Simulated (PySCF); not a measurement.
## How many f electrons in DyN?

Unrestricted PBE0; Dy x2c-TZVPall, N x2c-TZVPall; spin-free X2C with a Gaussian nucleus (PySCF 2.14). The search starts from ions with several 4f fillings and holds each by maximum overlap.

The lowest solution has 2Ms+1 = 8, about 9.1 4f electrons, near 1.79 Å.

The lowest solution of each spin and filling, followed along the bond (rough minima from three points):

| 2Ms+1 | 4f population | ⟨S²⟩ at the start | R at minimum (Å) | Te (eV) |
| --- | --- | --- | --- | --- |
| 8 | 9.09 | 15.76 | 1.79 | 0.00 |
| 6 | 9.16 | 9.58 | 1.77 | 0.16 |
| 4 | 9.18 | 5.71 | 1.90 | 0.66 |
| 4 | 9.87 | 4.80 | 1.86 | 1.60 |

Solutions at the starting distance of 1.983 Å, counted from the lowest; the search is not exhaustive:

| 2Ms+1 | 4f population | E (eV) | ⟨S²⟩ | ⟨Lz²⟩ | μ (D) |
| --- | --- | --- | --- | --- | --- |
| 8 | 9.09 | 0.00 | 15.76 | 9.0 | -5.20 |
| 8 | 9.13 | 0.19 | 15.76 | 10.0 | -5.11 |
| 6 | 9.16 | 0.27 | 9.58 | 10.0 | -4.59 |
| 4 | 9.18 | 0.30 | 5.71 | 12.0 | -5.20 |
| 4 | 9.17 | 0.31 | 5.68 | 11.0 | -4.88 |
| 6 | 9.17 | 0.33 | 9.74 | 10.9 | -5.17 |
| 4 | 9.19 | 0.34 | 5.69 | 12.3 | -5.21 |
| 6 | 9.19 | 0.51 | 9.72 | 11.2 | -5.15 |
| 4 | 9.87 | 1.31 | 4.80 | 9.0 | -8.42 |
| 4 | 9.91 | 1.33 | 4.78 | 11.5 | -8.70 |
| 4 | 9.37 | 1.37 | 5.73 | 10.9 | -1.91 |
| 6 | 9.90 | 1.38 | 8.79 | 9.0 | -8.34 |

Partly filled real f orbitals mix terms, so no term symbols are given. A population far from a whole number shows f orbitals mixing with d and ligand orbitals, not a clean configuration. A positive dipole means Dy(−)N(+).

Spin–orbit coupling is left out. The state is the lowest single determinant that the PBE0 search found; with open d or f shells the true ground state can be another one.
